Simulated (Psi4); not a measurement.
CF3 (SMILES F[C](F)F), doublet, geometry from GFN2-xTB, atoms displaced at random by about 0.1 Å a coordinate; HF/6-31G run with Psi4.

Psi4 was given this input:
```
memory 2 GB

molecule mol {
0 2
  F    -0.470084    1.151439    0.010572
  C     0.010002   -0.140735    0.431228
  F    -0.766832   -1.073117   -0.110000
  F     1.355869   -0.140351   -0.017724
}

set basis 6-31g
set reference uhf
set hess_update powell

optimize('scf')
print_variables()
```

Output, abridged:

```
gradient() will perform analytic gradient computation.

   => Loading Basis Set <=

    Name: 6-31G
    Role: ORBITAL
    Keyword: BASIS

         ---------------------------------------------------------
                                   SCF
               by Justin Turney, Rob Parrish, Andy Simmonett
                          and Daniel G. A. Smith
                              UHF Reference
         ---------------------------------------------------------

  ==> Geometry <==

    Molecular point group: c1
    Full point group: C1

    Geometry (in Angstrom), charge = 0, multiplicity = 2:

       Center              X                  Y                   Z               Mass
    ------------   -----------------  -----------------  -----------------  -----------------
         F           -0.504578294156     1.192996551184    -0.032170606256    18.998403162730
         C           -0.024492294156    -0.099177448816     0.388485393744    12.000000000000
         F           -0.801326294156    -1.031559448816    -0.152742606256    18.998403162730
         F            1.321374705844    -0.098793448816    -0.060466606256    18.998403162730

  Running in c1 symmetry.

  Rotational constants: A =      0.34462  B =      0.31541  C =      0.17224 [cm^-1]
  Rotational constants: A =  10331.54237  B =   9455.80340  C =   5163.60045 [MHz]
  Nuclear repulsion =  118.178699095337478

  Charge       = 0
  Multiplicity = 2
  Electrons    = 33
  Nalpha       = 17
  Nbeta        = 16

  ==> Algorithm <==

  SCF Algorithm Type is DF.
  DIIS enabled.
  MOM disabled.
  Fractional occupation disabled.
  Guess Type is SAD.
  Energy threshold   = 1.00e-08
  Density threshold  = 1.00e-08
  Integral threshold = 1.00e-12

  ==> Primary Basis <==

  Basis Set: 6-31G
    Blend: 6-31G
    Number of shells: 20
    Number of basis functions: 36
    Number of Cartesian functions: 36
    Spherical Harmonics?: false
    Max angular momentum: 1

   => Loading Basis Set <=

    Name: (6-31G AUX)
    Role: JKFIT
    Keyword: DF_BASIS_SCF

  ==> Integral Setup <==

  SCF_SUBTYPE=INCORE selected. In-core MEM_DF algorithm will be used.
  Using in-core AOs.

  ==> MemDFJK: Density-Fitted J/K Matrices <==

    J tasked:                   Yes
    K tasked:                   Yes
    wK tasked:                   No
    Algorithm:                 Core
    Schwarz Cutoff:           1E-12
    Mask sparsity (%):       0.4630
    Fitting Condition:        1E-10

   => Auxiliary Basis Set <=

  Basis Set: (6-31G AUX)
    Blend: CC-PVDZ-JKFIT
    Number of shells: 96
    Number of basis functions: 324
    Number of Cartesian functions: 324
    Spherical Harmonics?: false
    Max angular momentum: 3

  Minimum eigenvalue in the overlap matrix is 2.4517773947E-02.
  Reciprocal condition number of the overlap matrix is 7.4354861516E-03.
    Using symmetric orthogonalization.

  ==> Pre-Iterations <==

  SCF Guess: Superposition of Atomic Densities via on-the-fly atomic UHF (no occupation information).

   -------------------------
    Irrep   Nso     Nmo
   -------------------------
     A         36      36
   -------------------------
    Total      36      36
   -------------------------

  ==> Iterations <==

                           Total Energy        Delta E     RMS |[F,P]|

   @DF-UHF iter SAD:  -335.09034195216395   -3.35090e+02   0.00000e+00
   @DF-UHF iter   1:  -335.86754317342286   -7.77201e-01   1.34391e-02 ADIIS/DIIS
   @DF-UHF iter   2:  -335.96079297840288   -9.32498e-02   8.92708e-03 ADIIS/DIIS
   @DF-UHF iter   3:  -335.99767915668320   -3.68862e-02   1.39417e-03 ADIIS/DIIS
   @DF-UHF iter   4:  -335.99953997726851   -1.86082e-03   3.92956e-04 ADIIS/DIIS
   @DF-UHF iter   5:  -335.99983373615885   -2.93759e-04   1.29235e-04 ADIIS/DIIS
   @DF-UHF iter   6:  -335.99986088183539   -2.71457e-05   7.90917e-05 DIIS
   @DF-UHF iter   7:  -335.99987191918717   -1.10374e-05   4.02292e-05 DIIS
[...]
  @DF-UHF Final Energy:  -335.99987811725680
    Total Energy =                       -335.9998781172567988
  @DF-UHF Final Energy:  -336.01452287398035
    Total Energy =                       -336.0145228739803542
  @DF-UHF Final Energy:  -336.01538759631626
    Total Energy =                       -336.0153875963162591
  @DF-UHF Final Energy:  -336.01543688295783
    Total Energy =                       -336.0154368829578289
  @DF-UHF Final Energy:  -336.01544116001435
    Total Energy =                       -336.0154411600143476
  @DF-UHF Final Energy:  -336.01544166807093
    Total Energy =                       -336.0154416680709346
[...]

    			-----------------------------------------

	                            ===> Fragment 1 <==

	 Z (Atomic Numbers)          Masses                          Geom
	       9.000000            18.998403         -0.96734612  2.21995907 -0.01495052
	       6.000000            12.000000         -0.01432128 -0.03907400  0.62195315
	       9.000000            18.998403         -1.42929812 -1.93383924 -0.28519963
	       9.000000            18.998403          2.40569001 -0.26143944 -0.09269538

	 - Coordinate -           - BOHR/RAD -       - ANG/DEG -
	 R(1,2)           =         2.533206           1.340515
	 R(2,3)           =         2.532829           1.340315
	 R(2,4)           =         2.533106           1.340462
	 B(1,2,3)         =         1.946465         111.524223
	 B(1,2,4)         =         1.946328         111.516370
	 B(3,2,4)         =         1.946577         111.530629
	 O(1,2,3,4)       =        -0.860516         -49.303937
	 O(3,2,1,4)       =         0.860402          49.297399
	 O(4,2,1,3)       =        -0.860465         -49.300999

	        --- Internal Coordinate Step in ANG or DEG, aJ/ANG or AJ/DEG ---
	-------------------------------------------------------------------------------
	           Coordinate      Previous         Force          Change          New
	           ----------      --------        ------          ------        ------
	               R(1,2)       1.34051       -0.00113       -0.00017       1.34035
	               R(2,3)       1.34032        0.00010        0.00004       1.34036
	               R(2,4)       1.34046       -0.00082       -0.00011       1.34035
	             B(1,2,3)     111.52422        0.00000        0.00430     111.52852
	             B(1,2,4)     111.51637        0.00000        0.01180     111.52817
	             B(3,2,4)     111.53063       -0.00000       -0.00404     111.52659
	           O(1,2,3,4)     -49.30394        0.00000        0.01501     -49.28893
	           O(3,2,1,4)      49.29740       -0.00000       -0.00774      49.28965
	           O(4,2,1,3)     -49.30100        0.00000        0.01118     -49.28981
	-------------------------------------------------------------------------------

	                                 ==> Convergence Check <==

	Measures of convergence in internal coordinates in au.

	Criteria marked as inactive (o), active & met (*), and active & unmet ( ).

	----------------------------------------------------------------------------------------------
	   Step    Total Energy     Delta E     Max Force     RMS Force      Max Disp      RMS Disp
	----------------------------------------------------------------------------------------------
	  Convergence Criteria     1.00e-06 *    3.00e-04 *             o    1.20e-03 *             o
	----------------------------------------------------------------------------------------------
	     6    -336.01544167   -5.08e-07 *    1.37e-04 *    5.82e-05 o    3.15e-04 *    1.91e-04 o  ~
	----------------------------------------------------------------------------------------------

Next Geometry in Ang
	Fragment 1 (Ang)

	    F  -0.5118871102   1.1746971328  -0.0078676486
	    C  -0.0075533008  -0.0205748097   0.3290390376
	    F  -0.7563148120  -1.0233521317  -0.1509094756
	    F   1.2729635487  -0.1383869611  -0.0490233826

    Final optimized geometry and variables:
    Molecular point group: c1
    Full point group: C1

    Geometry (in Angstrom), charge = 0, multiplicity = 2:

    F           -0.511897521943     1.174751747555    -0.007911474877
    C           -0.007578493790    -0.020677068358     0.329123434790
    F           -0.756351989960    -1.023343654246    -0.150921146529
    F            1.273036331337    -0.138347794600    -0.049052282586

  Variable Map:
  ----------------------------------------------------------------------------
[...]
  Array Variable Map:
  ----------------------------------------------------------------------------
[...]
Optimizer: Optimization complete!
```
